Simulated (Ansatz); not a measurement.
Pulling on the Pb1–H2 bond in ClHPb (SMILES [Cl][PbH]) (multiplicity 1 held, fragments rigid). Energies count from the point at 1.863 Å.
Geometry at that point (charge 0, multiplicity 1):
| atom | x (Å) | y (Å) | z (Å) |
|---|---|---|---|
| Pb | -0.2182 | -0.2125 | 0.2936 |
| H | -1.3777 | -0.8869 | -0.9989 |
| Cl | 1.1333 | 1.0773 | -1.3574 |

Restricted levels (R-, RO-) in cc, def2 and unpolarised 6-31G sets keep to the state of the molecule at rest. Unrestricted levels (U-) break spin symmetry where that is lower. Active spaces are followed from a long bond inwards. Levels need not reach the same state.

Correlated levels freeze the cores. Filled d and f shells under p-block atoms count as core.

The values were computed with Ansatz (Gaussian basis) for Hartree–Fock, density functionals and correlated methods.  In def2 rows elements past Kr take small-core potentials, without spin–orbit coupling.

Energies in kcal/mol.

```tsv
R (Å)	R-MP2/def2-SVP	U-SCS-MP2/def2-SVP	R-CCSD/def2-SVP	U-CCSD/def2-SVP	CASSCF(2,2)/def2-SVP	FIC-MRCISD+Q on CASSCF(2,2)/def2-SVP
1.490	25.7	25.9	26.4	26.4	27.8	26.5
1.676	___	4.9	5.2	5.2	5.9	5.2
1.863	0.0	0.0	0.0	0.0	0.0	0.0
2.049	3.4	3.3	2.8	2.8	2.0	2.7
2.235	10.7	10.5	9.3	9.3	7.6	9.1
2.515	24.3	30.0	21.3	21.7	18.3	20.6
2.794	___	41.9	32.7	33.7	28.5	31.5
3.260	57.7	49.8	47.1	47.6	40.9	44.7
3.725	___	52.3	55.2	53.0	47.1	51.3
4.284	81.4	53.1	59.4	54.4	49.8	54.3
5.029	83.6	53.4	61.1	54.7	50.6	55.3
5.961	75.0	53.5	61.6	54.8	50.8	55.4
```

What belongs in the gaps?


- 1.676, R-MP2/def2-SVP: 4.8
- 3.725, R-MP2/def2-SVP: 71.8
- 2.794, R-MP2/def2-SVP: 38.1

Doubts at one or more of the structures used: a restricted determinant that unrestricted orbitals would lower (R-MP2/def2-SVP, R-CCSD/def2-SVP); a spin-contaminated determinant (U-SCS-MP2/def2-SVP, U-CCSD/def2-SVP); other coupled-cluster roots lie near (R-CCSD/def2-SVP); T1 above 0.05 (R-CCSD/def2-SVP, U-CCSD/def2-SVP).

Ansatz is a first-principles code.
